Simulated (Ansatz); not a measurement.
Mulliken charges of CH3BBr2 (`CB(Br)Br`) from ωB97M-V/def2-TZVPP in Ansatz (PBE0-D4/def2-TZVP geometry).

```
atom   x (Å)   y (Å)   z (Å)  charge (e)
  C1  -0.008   0.768   0.030      -0.291
  B2  -0.010  -0.779  -0.057      -0.002
 Br3   1.488  -1.781   0.583      -0.046
 Br4  -1.480  -1.748  -0.798      -0.037
  H5   0.137   1.080   1.070       0.130
  H6   0.852   1.166  -0.520       0.130
  H7  -0.918   1.227  -0.355       0.116
```

Task: By hand: the dipole of these point charges (1 e Å = 4.8032 D).

Result: Σ q r = (0.011, 0.359, 0.024) e Å, of length 0.360 e Å = 1.73 D.

Task: How does the dipole of the full density compare? (Best estimate.)

Result: Ansatz gave: (0.001, 0.298, 0.017) e Å, 1.43 D; the point charges give 1.21 times that, at 2° from its direction.

Point charges leave out the atoms' own dipoles, such as those of lone pairs, and Mulliken's split depends on the basis, so the two needn't agree.
